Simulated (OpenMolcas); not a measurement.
Setting up doublet [SiH2Br2]+ in OpenMolcas

The species is [SiH2Br2]+ (5 atoms), meant as a doublet with charge +1. As SMILES of the parent species, `Br[SiH2]Br`. Geometry: relaxed at PBE0-D4/def2-TZVP. That shape belongs to the parent species and isn't relaxed for this state.

```xyz
5

Br   -1.6727   -1.2393    0.3623
Si    0.1582   -0.0463    0.0547
Br   -0.2956    1.8142   -1.0420
H     1.1034   -0.8432   -0.7517
H     0.7066    0.3146    1.3767
```

Settings wanted:

```json
{
 "method": "DFT",
 "reference": "UKS",
 "relativity": "none",
 "basis set": "def2-SVP",
 "task": "energy",
 "functional": "B3LYP",
 "nucleus": "point",
 "integration grid": "UltraFine",
 "SCF convergence threshold": "1e-10"
}
```

Write the OpenMolcas 26.06 input and the command.

One that was run (others would do as well):

input.xyz:
```
5

Br    -1.672690    -1.239290     0.362310
Si     0.158230    -0.046290     0.054680
Br    -0.295570     1.814160    -1.042010
H      1.103430    -0.843230    -0.751710
H      0.706590     0.314640     1.376730
```

mol.inp:
```
* Br2H2Si Kohn-Sham DFT

&GATEWAY
 BasLib
 $CurrDir
 Coord
 input.xyz
 Basis
 def2-SVP
 Group
 NoSym

&SEWARD
 GridInput
 Grid=UltraFine
 End of Grid

&SCF
 UHF
 Charge
 1
 Spin
 2
 KSDFT
 B3LYP
 Thresholds
 1e-10 1e-07 1e-07 1e-05
 PrOrbitals
 0
```

```bash
$ export MOLCAS_MEM=1860
$ pymolcas mol.inp > mol.log
```

(Basis files named in the input come from the Basis Set Exchange and aren't shown.)

Calculated total energy: -5438.06101 Eh.
